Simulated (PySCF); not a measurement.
Positional isomers: furan fluoro+boryl. Isolated molecules, 0 K electronic values unless said otherwise. One relaxed conformer stands for each flexible species; it need not be the lowest. Strings in code marks are SMILES.

The HOMO–LUMO gap from two functionals at the same geometries (B3LYP-D3(BJ)/def2-SVP), both in PySCF: PBE-D3(BJ)/def2-TZVP and M06-2X/def2-TZVP. 

```json
[
 {"species": "`Bc1cc(F)co1`", "PBE-D3(BJ)/def2-TZVP (eV)": "3.30"},
 {"species": "`Bc1ccc(F)o1`", "PBE-D3(BJ)/def2-TZVP (eV)": "3.42"},
 {"species": "`c1(cc(F)oc1)B`", "PBE-D3(BJ)/def2-TZVP (eV)": "3.20"},
 {"species": "`Bc1occc1F`", "PBE-D3(BJ)/def2-TZVP (eV)": "3.54"}
]
```

What does M06-2X/def2-TZVP give for each?


- `Bc1cc(F)co1`: 6.99
- `Bc1ccc(F)o1`: 7.11
- `c1(cc(F)oc1)B`: 7.15
- `Bc1occc1F`: 7.26
Over these rows, drawn at random from the members with no instability flagged (it was tested for open shells, ions and some series alone), PBE minus M06-2X: mean -3.76 eV, from -3.95 eV to -3.69 eV.
